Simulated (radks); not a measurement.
F II, 8 electrons, occupied as [He] 2s2 2p4 (the NIST ground configuration).

Calculated with a radial shooting solver on a logarithmic mesh with Libxc functionals: scalar-relativistic Kohn-Sham, PBEsol, spin-polarised, spherical densities, point nucleus; open shells are filled with parallel spins first.

Energy parts (hartree):
| part | energy |
|---|---|
| total | -98.81103 |
| kinetic | 98.73043 |
| electron-nucleus | -231.95328 |
| Hartree | 43.89772 |
| exchange-correlation | -9.48590 |

Orbitals (lengths in bohr, moments of r in powers of bohr; r(max) is where P^2 peaks):
orbital  occ.  eigenvalue (hartree)  <1/r>  r(max)
1s up       1             -25.07155  8.608  0.1146
1s down     1             -25.00945  8.623  0.1145
2s up       1              -1.79155  1.526  0.7504
2s down     1              -1.64746  1.493  0.7587
2p up       3              -1.09628  1.392  0.6752
2p down     1              -0.94961  1.346  0.6919

The highest occupied level is 2p down at -25.840 eV. Summed over all electrons, <r^2> = 7.248 bohr^2, which gives a Langevin (diamagnetic) susceptibility term of -5.74 x 10^-6 cm^3/mol. The density falls to 0.001 e/bohr^3 at r = 2.74 bohr.
